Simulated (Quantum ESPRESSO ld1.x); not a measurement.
Values are calculated unless marked as measured or tabulated.
Task: These are the eigenvalues of the occupied orbitals of an atom or ion with whole-number occupations (hartree). Level of theory: scalar-relativistic Kohn-Sham, LDA (Slater exchange, Perdew-Zunger correlation), spin-polarised, spherical densities, point nucleus (ld1.x of Quantum ESPRESSO 7.5).

1s up: -116.769
1s down: -116.746
2s up: -13.2364
2s down: -13.2117
2p up: -10.8235
2p down: -10.7930
3s up: -2.90748
3s down: -2.79326
3p up: -2.32055
6p up: -0.29196

Which element is it, and in what charge state? The configuration may be excited. Open shells, if any, are filled with parallel spins first.

Result: Z = 18, argon, charge +3: Ar3+ in [Ne] 3s2 3p2 6p1. The list shows which subshells hold electrons but not how many an open one holds; the 1s level, -116.77 hartree, gives Z - s = 15.3 by -(Z - s)^2/2, which with screening and relativity narrows Z to a few neighbours, and the depths of the outer levels then fix element, charge and occupations together.
